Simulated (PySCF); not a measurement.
C3H9Al.
Z-matrix (Å and degrees, PBE0-D3(BJ)/def2-SVP geometry), rows numbered from 1:
```
C 
C   1  1.5217
C   2  1.5302  1  112.69
Al  3  1.9668  2  115.63  1    62.64
H   1  1.1055  2  111.21  3   -60.53
H   1  1.1007  2  112.16  3   179.72
H   1  1.1023  2  111.23  3    59.09
H   2  1.1043  1  108.96  3   122.04
H   2  1.1046  1  109.05  3  -123.09
H   3  1.1061  2  110.47  1   -62.24
H   3  1.1089  2  110.12  1  -177.12
H   4  1.5948  3  121.05  2  -154.42
H   4  1.5964  3  120.03  2    28.26
```

The closed-shell ground state was solved at several levels (PySCF, density fitting, gas phase, non-relativistic).

| level | basis functions | total energy (Eh) | HOMO (eV) | LUMO (eV) | gap (eV) | dipole (D) |
| --- | --- | --- | --- | --- | --- | --- |
| PBE0/6-31G* | 78 | -361.8556 | -7.37 | -1.20 | 6.17 | 0.92 |
| PBE0/def2-TZVPD | 235 | -361.9256 | -7.50 | -1.29 | 6.21 | 0.95 |
| PBE0/cc-pVTZ | 250 | -361.9257 | -7.49 | -1.28 | 6.21 | 0.96 |
| HF/def2-SVPD | 156 | -360.5883 | -10.52 | 1.44 | 11.96 | 0.86 |
| PBE0/def2-TZVP | 184 | -361.9250 | -7.50 | -1.27 | 6.23 | 0.96 |
| PBE0/pcSseg-0 | 58 | -361.3358 | -7.73 | -1.43 | 6.30 | 0.90 |
| PBE0/IGLO-III | 239 | -361.9302 | -7.50 | -1.23 | 6.27 | 0.93 |
| PBE0/6-311+G(2d,p) | 170 | -361.9153 | -7.51 | -1.32 | 6.19 | 0.93 |

**Question.** What might PBE0/6-31+G* (94 basis functions) give for the same quantities?

**Answer.** Total energy -361.8599 Eh, HOMO -7.49 eV, LUMO -1.32 eV, gap 6.17 eV, dipole 0.91 D.

**Question.** How much does the basis alone move the frontier levels among the 8 PBE0 rows (the withheld one included)?

**Answer.** The HOMO by 0.36 eV and the LUMO by 0.23 eV. By rising basis size (HOMO, LUMO in eV): pcSseg-0 -7.73, -1.43; 6-31G* -7.37, -1.20; 6-31+G* -7.49, -1.32; 6-311+G(2d,p) -7.51, -1.32; def2-TZVP -7.50, -1.27; def2-TZVPD -7.50, -1.29; IGLO-III -7.50, -1.23; cc-pVTZ -7.49, -1.28.

**Question.** How far do the dipole and the HOMO energy spread over the levels?

**Answer.** The dipole runs from 0.86 to 0.96 D (mean 0.93 D) and the HOMO from -10.52 to -7.37 eV.

One conformer stands for the species.
